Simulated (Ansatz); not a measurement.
Reaction (substitution at a C–Ga bond): `N[SiH2][CH2][GaH2]` + H₂S → `N[SiH2]CS` + `[GaH3]`

Gas-phase electronic energies from Ansatz, PBE0-D4/def2-TZVP geometries. CCSD(T)/CBS adds triple-zeta CCSD(T) − MP2 to the extrapolated MP2 energy (def2 sets, frozen cores). This one scheme is used for every species. Functionals use def2-TZVPP. For Ga outer-core shells are correlated without core-valence functions, which leaves a few kJ/mol of doubt a bond. Scalar relativity is left out up to krypton. One conformer a species, not always the lowest.

```json
{"level": "BLYP-D4", "ΔE (kJ/mol)": "52.9", "difference from CCSD(T)/CBS": "-11.9"}
{"level": "BHLYP-D4", "ΔE (kJ/mol)": "57.1", "difference from CCSD(T)/CBS": "-7.7"}
{"level": "ωB97M-V", "ΔE (kJ/mol)": "55.6", "difference from CCSD(T)/CBS": "-9.2"}
{"level": "revPBE", "ΔE (kJ/mol)": "56.0", "difference from CCSD(T)/CBS": "-8.8"}
{"level": "BLYP", "ΔE (kJ/mol)": "55.5", "difference from CCSD(T)/CBS": "-9.3"}
{"level": "PBE0", "ΔE (kJ/mol)": "56.0", "difference from CCSD(T)/CBS": "-8.8"}
{"level": "r2SCANh", "ΔE (kJ/mol)": "58.3", "difference from CCSD(T)/CBS": "-6.5"}
{"level": "r2SCAN0", "ΔE (kJ/mol)": "58.4", "difference from CCSD(T)/CBS": "-6.4"}
{"level": "BHLYP", "ΔE (kJ/mol)": "56.5", "difference from CCSD(T)/CBS": "-8.3"}
{"level": "RPA@PBE/def2-TZVPP", "ΔE (kJ/mol)": "62.7", "difference from CCSD(T)/CBS": "-2.1"}
{"level": "HF/def2-SVP", "ΔE (kJ/mol)": "56.5", "difference from CCSD(T)/CBS": "-8.3"}
{"level": "CCSD/def2-SVP", "ΔE (kJ/mol)": "59.0", "difference from CCSD(T)/CBS": "-5.8"}
{"level": "HF/def2-TZVPP", "ΔE (kJ/mol)": "56.1", "difference from CCSD(T)/CBS": "-8.7"}
{"level": "SCS-MP2/def2-TZVPP", "ΔE (kJ/mol)": "62.6", "difference from CCSD(T)/CBS": "-2.2"}
{"level": "MP2/def2-QZVPP", "ΔE (kJ/mol)": "65.8", "difference from CCSD(T)/CBS": "1.0"}
{"level": "HF/CBS(def2)", "ΔE (kJ/mol)": "55.4", "difference from CCSD(T)/CBS": "-9.4"}
{"level": "CCSD(T)/CBS", "ΔE (kJ/mol)": "64.8", "difference from CCSD(T)/CBS": "0"}
```

(1) What do rigid-rotor, harmonic-oscillator terms from PBE0-D4/def2-TZVP frequencies (298.15 K, 1 bar) make of the CCSD(T)/CBS value? (An estimate is asked.)

Largest T1 diagnostic among the species: 0.013.

## Answers

(1) Ansatz gave: ΔZPE = +1.9 kJ/mol, ΔH = +64.4 kJ/mol, ΔS = -22 J/(mol·K), ΔG = +70.9 kJ/mol. Modes under 50 cm⁻¹ make the entropy rough.

Leaving LDA and LC-ωPBE aside and taking each functional with its dispersion term where it has one, the values, not all of them listed here, spread over 9.6 kJ/mol, from revPBE-D4 to PBE-QIDH. LDA lies −3.4 kJ/mol from PBE without D4. At CCSD(T), def2-SVP lies −6.4 kJ/mol from the extrapolated value and def2-TZVPP −0.8 kJ/mol.

CCSD(T)/CBS has its own doubt, a few kJ/mol and more with outer-core shells, so smaller differences from it don't rank the levels.
